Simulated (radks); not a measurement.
Ionisation of the platinum ion Pt3+, [Xe] 4f14 5d7, to [Xe] 4f14 5d6 as the strength of local exchange is varied. Calculated with a radial shooting solver on a logarithmic mesh with Libxc functionals: Dirac Kohn-Sham, Slater X-alpha exchange (alpha = 2/3 is LDA exchange), no correlation, spin-unpolarised, spherical densities, finite nucleus; open shells are shared between the two j in proportion to 2j + 1; Fermi nuclear charge, rms radius 5.427 fm.

| alpha | E(Pt3+) (hartree) | exchange (hartree) | IE (eV) | -e of the level emptied (eV) | <r> of it (bohr) |
|---|---|---|---|---|---|
| 0.615 | -18396.1500 | -310.8988 | 43.246 | 35.814 (5d5/2) | 1.531 |
| 0.657 | -18417.3949 | -332.5302 | 44.118 | 36.624 (5d5/2) | 1.520 |
| 0.661 | -18419.4195 | -334.5930 | 44.201 | 36.702 (5d5/2) | 1.518 |
| 0.667 | -18422.4569 | -337.6881 | 44.327 | 36.818 (5d5/2) | 1.517 |
| 0.67 | -18423.9758 | -339.2360 | 44.390 | 36.877 (5d5/2) | 1.516 |
| 0.674 | -18426.0013 | -341.3003 | 44.473 | 36.955 (5d5/2) | 1.515 |
| 0.934 | -18558.1487 | -476.4686 | 50.136 | 42.249 (5d5/2) | 1.448 |
| 0.973 | -18578.0551 | -496.9118 | 51.020 | 43.080 (5d5/2) | 1.438 |

NIST Atomic Spectra Database: 43 +/- 1.7 eV (theoretical). The central value is not met in this range of alpha. Spin polarisation and multiplet splitting are left out, so open shells lie too high by an amount that depends on their filling. Sharing an open shell by 2j + 1 raises it above the true ground level by a part of the spin-orbit splitting, which enters the differences from NIST.

Beside tabulated values, note that spin-unpolarised runs miss the spin-polarisation part of the exchange energy of open shells.
